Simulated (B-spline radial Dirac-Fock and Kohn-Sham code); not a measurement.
## Photoemission from P at 6020 eV, detector at θ = 30°, φ = 0°

System: atomic phosphorus, configuration [Ne] 3s2 3p3. These are calculated numbers from a B-spline atomic structure program; the model is Dirac-Hartree-Slater photoionisation with a Latter tail; cross sections with all multipoles, angular parameters from the dipole term and its interference with E2. Thresholds are tabulated edges, those marked * orbital energies of the model. For linearly polarised light dσ/dΩ = σ/(4π) [1 + β P₂(cos θ) + (δ + γ cos²θ) sin θ cos φ], with θ from the polarisation vector and φ the angle between the beam and the projection of the electron momentum on the plane normal to the polarisation. The dipole factor is 1 + βP₂ and the non-dipole term is the rest of the bracket. Open shells are filled statistically over j.

```csv
subshell,threshold (eV),σ (kb),β,γ,δ,dipole factor,non-dipole term,dσ/dΩ (kb/sr)
1s,2145.5,8.12,2.00,1.29,0.000,2.250,+0.485,1.77
2s,189.0,0.512,2.00,1.46,0.000,2.250,+0.547,0.114
2p1/2,136.0,0.0457,0.48,0.94,0.214,1.300,+0.461,0.00640
2p3/2,135.0,0.0881,0.46,0.93,0.216,1.290,+0.457,0.0122
3s,16.56*,0.0470,2.00,1.47,0.000,2.250,+0.552,0.0105
3p1/2,7.87*,0.00143,0.47,0.94,0.215,1.291,+0.458,0.000199
3p3/2,7.82*,0.00276,0.45,0.92,0.216,1.280,+0.453,0.000380
```
